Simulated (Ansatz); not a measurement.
**Active spaces for ZnCl₂, singlet**

Calculated in Ansatz's Gaussian-basis code. Basis 6-31G, nonrelativistic, no frozen core. State-specific CASSCF; RHF is the lowest restricted (open-shell) Hartree–Fock solution met. A star marks a space from which the shells under the valence were barred; without it they can enter the space, which moves the corrections. A minimal or small basis: far from the basis limit. No symmetry is imposed, so a solution can break that of the shape. The lowest solution met needn't be the lowest there is, nor hold the orbitals that a chemist would pick.

Geometry:

```xyz
3

Zn    0.0000    0.0000    0.0000
Cl    0.0000    0.0000    2.0750
Cl    0.0000    0.0000   -2.0750
```

**Question.** What do CASSCF and its corrections give against RHF in CAS(6,6)*, and what are the occupations?

**Answer.** CASSCF -0.952 eV, SC-NEVPT2 -9.602 eV; occupations 1.99, 1.99, 1.98, 0.02, 0.01, 0.01.

**Question.** Roughly how much CPU time does a whole run from the default start take (median of such runs, summed over threads; nearly all runs on one pinned thread of a shared server, mostly Xeon at 2.3 to 2.6 GHz, by a development driver)?

**Answer.** CAS(6,6)*: about 5.3 s. Other jobs ran beside these, and the count of passes differs.
